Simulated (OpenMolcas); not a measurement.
Sm2+ among 4 point charges of -2 e arranged as a tetrahedron (Td), 2.71 Å from the ion.

```json
{"Program": "OpenMolcas", "Method": "CASSCF", "Basis": "ANO-RCC-VDZP [7s6p4d2f1g]", "Scalar Hamiltonian": "DKH2, point nucleus", "Active space": "6 electrons in 7 orbitals (4f)", "State averaging": "2S+1 = 7 even, 7 roots; 2S+1 = 5 even, 91 roots kept (CI in the orbitals of an earlier block, 86 in the spin-orbit step); 2S+1 = 3 even, 91 roots kept (CI in the orbitals of an earlier block, 77 in the spin-orbit step); 2S+1 = 1 even, 1 root kept (CI in the orbitals of an earlier block, 0 in the spin-orbit step)", "Spin-orbit coupling": "RASSI with atomic mean-field integrals over the reference wave functions"}
```

**Question.** What is the spin-free ground state (labels of Td)?

**Answer.** 7A2, 1-fold in its orbital part, 100 % from free-ion F terms; it has the highest spin that f6 allows.

**Question.** Where is the first state of the same spin?

**Answer.** 7T2 at 189 cm-1 above the ground state.

**Question.** What are the lowest two levels with spin-orbit coupling?

**Answer.** A 1-fold level A1, then a 3-fold level T1 277.1 cm-1 above it. Their leading multiplicities are 7 (96 %) and 7 (97 %).

**Question.** What is χT at 300 K, and how does it compare with the textbook value?

**Answer.** Hund's rules give f6 a J = 0 ground level with no moment of its own; the computed χT of 1.522 cm3 K/mol at 300 K comes from higher levels.

High states are left out of the spin-orbit mixing, which shifts the levels that they would mix with. This is an electrostatic model: the charges have no orbitals. The first state left out of the spin-orbit step lies near 44000 cm-1 above the lowest spin-free state of the reference (among the parities and spins computed), and the lists stop at four fifths of that energy or lower. No measured value stands beside these numbers.
